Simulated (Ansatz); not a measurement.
```xyz
2

S     0.0000    0.0000    0.0000
O     0.0000    0.0000    1.7880
```

Basis set: 6-31G (spherical functions). Charge 0, multiplicity 1.

Computed with Ansatz (development build ahead of 0.2.0); each method stands on the lowest determinant of its kind that the runs found.

(1) Give the atomization energy at this shape (free ground-state atoms in the same class of orbitals less the molecule, no zero-point energy) of singlet SO by PBE0 (unrestricted), PBE (unrestricted), UHF.

Results:

(1)

```
             method  atomization energy
PBE0 (unrestricted)             2.75 eV
 PBE (unrestricted)             3.94 eV
                UHF            -0.34 eV
```

Caution: another spin multiplicity may lie lower; the unrestricted determinant is a mixture of spin states.

This basis has no polarisation functions and is too small for such energies, which can lie far from measured ones in either direction.
